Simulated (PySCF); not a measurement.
A structure optimised at PBE-D3(BJ)/def2-TZVP, used in a PySCF frequency run:

```
C
H 1 1.0896
H 1 1.0948 2 116.27
Si 1 1.7179 2 123.88 3 180.00
H 4 1.5086 1 121.00 2 180.00
```
Charge 0, spin multiplicity 2.

**Question.** Write its SMILES, formula and point group.

**Answer.** C=[SiH], CH3Si, Cs

**Question.** What are its rotational constants (standard atomic weights)?

**Answer.** 154.31, 15.372, 13.980 GHz
